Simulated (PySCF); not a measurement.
Ir: excitation energy

Ir [Xe] 4f14 5d7 6s2 (4F) → Ir [Xe] 4f14 5d6 6s2 6p1 (high-spin determinant), as a difference of total energies. All numbers are calculated (PySCF 2.14, the spin-free X2C one-electron Hamiltonian (Gaussian nucleus), in x2c-TZVPPall (11s7p7d3f1g, 97 functions)). Correlated levels: valence: [Xe] 4f14 frozen; valence and next inner shell: [Kr] 4d10 4f14 frozen. The calculations carry no spin-orbit coupling.

```csv
method,excitation energy (eV)
UHF,4.283
LDA,5.741
PBE,5.596
PBE0,5.404
r2SCAN,5.669
CAM-B3LYP,5.416
M06,5.638
M06-L,5.527
MP2 (valence),5.347
SCS-MP2 (valence),5.552
MP2 (valence and next inner shell),5.275
SCS-MP2 (valence and next inner shell),5.370
```

Question: How much does correlation contribute at MP2 (valence and next inner shell)?

Answer: 5.275 − (4.283) = 0.992 eV, measured against UHF.

A first-order spin-orbit estimate (lowest level to lowest level, LS coupling) adds 0.482 eV.

The basis was made for the ground configuration and has no added diffuse functions, so the excitation energy can come out too high.

The determinant of the upper state mixes LS terms, which raises its energy above the lowest term, most at the Hartree-Fock and MP2 levels.
